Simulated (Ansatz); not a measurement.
Cost and result for the atomization energy of C4H10F3GeN (`CC(C)(C)[NH][Ge]([F])([F])[F]`) (19 atoms, 18 bonds).

Z-matrix (Å, degrees):
```
C
C 1 1.527
H 1 1.093 2 110.7
H 1 1.093 2 110.9 3 119.7
H 1 1.092 2 110.7 3 -120.0
C 2 1.524 1 110.2 3 -59.8
C 2 1.522 1 110.1 3 178.7
N 2 1.471 1 110.9 3 58.7
H 6 1.091 2 110.6 1 -179.7
H 6 1.092 2 110.6 1 -59.1
H 6 1.094 2 110.8 1 60.3
H 7 1.092 2 111.0 1 -178.3
H 7 1.091 2 110.1 1 61.5
H 7 1.096 2 111.5 1 -57.0
Ge 8 1.780 2 124.0 1 81.8
H 8 1.011 2 113.6 1 -61.8
F 15 1.710 8 108.6 2 -162.5
F 15 1.717 8 116.8 2 -41.6
F 15 1.708 8 113.7 2 78.7
```

Charge 0, multiplicity 1. Correlated methods include outer-core shells of Ge, which these sets cover unevenly. Scalar relativity is left out up to krypton. Geometry: relaxed with PBE0-D4/def2-TZVP. It is one conformer, not always the lowest. Program: Ansatz. All runs use 4 threads of an AMD EPYC 7R13 on a shared host and a share of an NVIDIA H100 80 GB. Times are those of one run each, without the atoms' runs, and a repeat can differ threefold. Electronic energies, without spin–orbit coupling; frozen cores. CCSD(T)/CBS adds CCSD(T) − MP2 in def2-TZVPP to the MP2 limit, and its time is that of the two runs behind it. T1 = 0.011. With those shells the extrapolation isn't a true limit. B3LYP takes the VWN-RPA correlation (the form of Gaussian; ORCA's B3LYP/G).

CCSD(T)/CBS is a level of theory with its own doubt, some kJ/mol a heavy atom from the limit and from the frozen cores, so smaller differences don't rank the functionals.

```json
{"level": "BHLYP-D4/def2-TZVPP", "functions": "436", "wall time": "2.9 s"}
{"level": "revPBE-D4/def2-TZVPP", "functions": "436", "wall time": "2.9 s"}
{"level": "r2SCANh-D4/def2-TZVPP", "functions": "436", "wall time": "3.5 s"}
{"level": "B3LYP-D4/def2-TZVPP (with forces)", "functions": "436", "wall time": "3.6 s"}
{"level": "CAM-B3LYP-D4/def2-TZVPP", "functions": "436", "wall time": "5 s"}
{"level": "CCSD(T)/def2-SVP", "functions": "194", "wall time": "5.5 s"}
{"level": "r2SCAN-D4/def2-TZVPP (with forces)", "functions": "436", "wall time": "6.5 s"}
{"level": "ωB97M-V/def2-TZVPP (with forces)", "functions": "436", "wall time": "6.5 s"}
{"level": "BLYP-D4/def2-TZVPP", "functions": "436", "wall time": "7 s"}
{"level": "B2PLYP/def2-TZVPP", "functions": "436", "wall time": "7 s"}
{"level": "MP2/def2-QZVPP", "functions": "845", "wall time": "10 s"}
{"level": "CCSD(T)/def2-TZVPP", "functions": "436", "wall time": "37 s"}
{"level": "CCSD(T)/CBS(def2)", "functions": "–", "wall time": "47 s"}
```

Question: What atomization energy does each give, and how far from CCSD(T)/CBS? (An estimate is asked.)

Answer: Ansatz gave: 
```tsv
level	atomization (kJ/mol)	difference from CCSD(T)/CBS	per bond
BHLYP-D4/def2-TZVPP	7232.6	-263.1	-14.6
revPBE-D4/def2-TZVPP	7433.8	-61.9	-3.4
r2SCANh-D4/def2-TZVPP	7439.7	-56.0	-3.1
B3LYP-D4/def2-TZVPP (with forces)	7451.8	-43.9	-2.4
CAM-B3LYP-D4/def2-TZVPP	7513.0	17.3	1.0
CCSD(T)/def2-SVP	7122.5	-373.2	-20.7
r2SCAN-D4/def2-TZVPP (with forces)	7490.2	-5.5	-0.3
ωB97M-V/def2-TZVPP (with forces)	7486.9	-8.8	-0.5
BLYP-D4/def2-TZVPP	7449.1	-46.6	-2.6
B2PLYP/def2-TZVPP	7397.3	-98.4	-5.5
MP2/def2-QZVPP	7582.3	86.6	4.8
CCSD(T)/def2-TZVPP	7322.8	-172.9	-9.6
CCSD(T)/CBS(def2)	7495.7	0.0	0.0
```

At CCSD(T), def2-SVP lies −373.2 kJ/mol from the extrapolated value and def2-TZVPP −173.0 kJ/mol: correlation converges slowly with the basis, and small sets miss more of it in the bonded molecule than in its fragments. Leaving LDA and LC-ωPBE aside and taking each functional with its dispersion term where it has one, the values, not all of them listed here, spread over 394.6 kJ/mol, from BHLYP-D4 to PBE-D4. LDA lies +1021.1 kJ/mol from PBE without D4, its usual overbinding. From BLYP to BHLYP (50 % exact exchange), in def2-TZVPP and without D4, the atomization energy moves by −167.0 kJ/mol: exact exchange takes away binding that semilocal exchange gives to molecules.

For some Ge, Se and Sn compounds the MP2-based and the directly extrapolated limit differ by 10 to 25 kJ/mol.
